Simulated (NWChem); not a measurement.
BeSiNH5; SMILES [NH2][Be][SiH3]

```xyz
8

Be    -0.0051    -0.7956     0.0044
N      0.0002    -2.3036    -0.0004
H     -0.8302    -2.9033    -0.0005
H      0.8334    -2.8993    -0.0007
Si    -0.0010     1.3742     0.0007
H     -0.9377     1.9602    -1.0305
H      1.3681     1.9320    -0.3182
H     -0.4001     1.9792     1.3261
```
Atoms are numbered in this order, from 1.

Program: NWChem. Medium grid unless said otherwise, to which SCAN and Minnesota functionals are sensitive. Coordinates come from a PBE-D3(BJ)/def2-SVP optimisation. Hybrids' shares of exact exchange are those that their runs print; pure functionals count as 0. The functionals differ in more than this share.

| row | share of exact exchange | highest occupied level (eV) |
|---|---|---|
| PBE/def2-SVP | 0.00 | -6.12 |
| r2SCAN/def2-SVP | 0.00 | -6.41 |
| TPSSh/def2-SVP | 0.10 | -6.75 |
| B3LYP/def2-SVP | 0.20 | withheld |
| MN15/def2-SVP | 0.44 | -8.21 |
| BHandHLYP/def2-SVP | 0.50 | -8.78 |
| M05-2X/def2-SVP | 0.56 | -8.90 |

**Question.** Fit a straight line of the last column on the one before it, predict the withheld value, and compare with the run.

**Answer.** 
1. Means of the 6 shown rows: x = 0.267, y = -7.528. Slope Σ(x − x̄)(y − ȳ)/Σ(x − x̄)² = -1.616/0.3405 = -4.746; intercept -6.263.
2. The shown rows scatter about the line by 0.118 (root mean square); the largest residual is -0.15, at r2SCAN/def2-SVP.
3. At x = 0.20 (B3LYP/def2-SVP; inside the shown range) the line gives -7.21.
4. The run gives -7.23, -0.02 from the line, 0.2 times the scatter.
